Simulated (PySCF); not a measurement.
# [TlF4]− at several levels of theory

Computed with PySCF 2.14.0 (density fitting, no spin-orbit coupling) at the geometry relaxed with PBE0:

```xyz
5
[TlF4]− (singlet)
Tl    0.0000    0.0000    0.0000
F     1.1963    1.1963    1.1963
F    -1.1963   -1.1963    1.1963
F     1.1963   -1.1963   -1.1963
F    -1.1963    1.1963   -1.1963
```

```json
{"level": "PBE0", "basis": "Tl def2-SVP with ECP60, F def2-SVP", "state": "singlet", "HOMO (eV)": "-4.64", "gap (eV)": "6.68", "charge on Tl1 (e)": "0.98", "dipole about the centre of mass (D)": "0.00", "largest force component (eV/Å)": "0.00"}
{"level": "PBE0", "basis": "Tl def2-TZVP with ECP60, F def2-TZVP", "state": "singlet", "HOMO (eV)": "-5.28", "gap (eV)": "6.75", "charge on Tl1 (e)": "1.21", "dipole about the centre of mass (D)": "0.00", "largest force component (eV/Å)": "0.07"}
```

Charges are Mulliken's, which hang on the basis. The relaxation used the grid (50, 194), these runs (75, 302) or, all-electron (x2c bases, spin-free X2C Hamiltonian), (99, 590).

(1) A further run in the first row's basis gives HOMO (eV) -2.72, gap (eV) 3.93, charge on Tl1 (e) 0.74, dipole about the centre of mass (D) 0.00, largest force component (eV/Å) 0.33. Which level was it?
A. M06-L
B. BP86

## Answers

(1) B. The others give HOMO -3.11 eV (M06-L).
